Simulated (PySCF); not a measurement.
Se(NH2)(SH), SMILES S[Se]N at its CAM-B3LYP/def2-SVP optimised geometry (Å):

```
6

Se    -0.8039    -1.0705     0.0000
N      1.0105    -1.0705     0.0000
H      1.4315    -0.6935    -0.8453
H      1.4278    -0.6582     0.8308
S     -1.4315     1.0705     0.0000
H     -1.4551     1.2587    -1.3386
```

Method: CAM-B3LYP/def2-TZVP (PySCF).

Map of the Laplacian of the electron density (e/bohr⁵), clipped to [-1.50, 1.50] on the plane z = 0.8 Å:

```
|%%%%%%%%%%%%%%%%%%%%%%%%%%%%%%%|
|%%%%%%%%%%%%%%%%%%%%%%%%%%%%%%%|
|%%%%%%%%%%%%%%%%%%%%%%%%%%%%%%%|
|%%%%%%%%%%%%%%%%%%%%%%%%%%%%%%%|
|%%%%%%%%%%%%%%%%%%%%%%%%%%%%%%%|
|%%%%%%%%%%%%%%%%%%%%%%%%%%%%%%%|
|%%%%%%%%%%%%%%%%%%%%%%%%%%%%%%%|
|%%%%%%%%%%%%%%%%%%%%%%%%%%%%%%%|
|%%%%%%%%%%%%%%%%%%%%%%%%%%%%%%%|
|%%%%%%%%%#%%%%%%%%%%%%%%%%%%%%%|
|%%%%%%%%##%%%%%%%%%%%%%%%%%%%%%|
|%%%%%%%%%%%%%%%%%%%%%%%%%%%%%%%|
|%%%%%%%%%%%%%%%%%%%%%%%%%%%%%%%|
|%%%%%%%%%%%%%%%%%%%%%%%%%%%%%%%|
|%%%%%%%%%%%%%%%%%%%%%%%%%%%%%%%|
|%%%%%%%%%%%%%%%%%%%%%%%%%%%%%%%|
|%%%%%%%%%%%%%%%%%%%@%%%%%%%%%%%|
|%%%%%%%%%%%%%%%%%%@@#.#%%%%%%%%|
|%%%%%%%%%%%%%%%%%@@@- :%%%%%%%%|
|%%%%%%%%%%%%%%%%@@@@#=%%%%%%%%%|
|%%%%%%%%%%#%%%%%@@@@@@@%%%%%%%%|
|%%%%%%%%%%%#%%%%%@@@@@@%%%%%%%%|
|%%%%%%%%%%%%%%%%%%@@@@%%%%%%%%%|
|%%%%%%%%%%%%%%%%%%%%%%%%%%%%%%%|
|%%%%%%%%%%%%%%%%%%%%%%%%%%%%%%%|
|%%%%%%%%%%%%%%%%%%%%%%%%%%%%%%%|
|%%%%%%%%%%%%%%%%%%%%%%%%%%%%%%%|
|%%%%%%%%%%%%%%%%%%%%%%%%%%%%%%%|
|%%%%%%%%%%%%%%%%%%%%%%%%%%%%%%%|
|%%%%%%%%%%%%%%%%%%%%%%%%%%%%%%%|
|%%%%%%%%%%%%%%%%%%%%%%%%%%%%%%%|
```
Scale: ten equal steps from -1.50 (start of ' ') to 0.302 (end of '@'), in the order ' .:-=+*#%@'; x runs from -3.50 to 3.50, y from -3.50 (bottom) to 3.50 (top).
